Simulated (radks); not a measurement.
Results of a calculation; reference values are marked as such.
Neutral bismuth inside a hard spherical wall (all orbitals vanish at R), configuration held at [Hg] 6p3 and not refilled when levels cross. Level of theory: scalar-relativistic Kohn-Sham, PBEsol, spin-polarised, spherical densities, point nucleus; open shells are filled with parallel spins first (spin-orbit coupling, left out, can overturn this in heavy ions) (a radial shooting solver on a logarithmic mesh with Libxc functionals). Eigenvalues in eV for spin up, with the zero of energy where the potential of the charges vanishes at infinity; a dash marks a level that is unbound or too diffuse for the functional's potential to be trusted. A positive occupied level is held by the wall or, in an anion where self-interaction has pushed it up, behind a barrier. The pressure on the wall is -dE/dV.

R (bohr)  E (hartree)  kinetic (hartree)    e(5p)    e(5d)    e(6s)   e(6p)  e(7s, empty)  e(6d, empty)  pressure (GPa)
free      -21525.1206          24423.572  -95.610  -26.954  -15.016  -5.198             -             -               0
15        -21525.1206          24423.572  -95.610  -26.954  -15.016  -5.198        -0.642         0.854        < 0.0001
12        -21525.1206          24423.572  -95.607  -26.950  -15.013  -5.195        -0.471         1.181        0.000619
7         -21525.1075          24423.667  -95.071  -26.427  -14.588  -4.746         2.669         3.740           0.750
6         -21525.0766          24423.851  -94.315  -25.698  -14.012  -4.045         5.839         5.757            3.51
5         -21524.9660          24424.428  -92.576  -24.042  -12.660  -2.202        13.030        10.019            18.7
4         -21524.5227          24426.476  -88.461  -20.208   -9.008   3.108        31.224        20.384             125
3.5       -21523.8635          24429.323  -84.355  -16.433   -4.667   9.380        50.626        31.350             372
3         -21522.2735          24435.902  -77.156   -9.747    4.378  22.048        86.220        51.543            1280
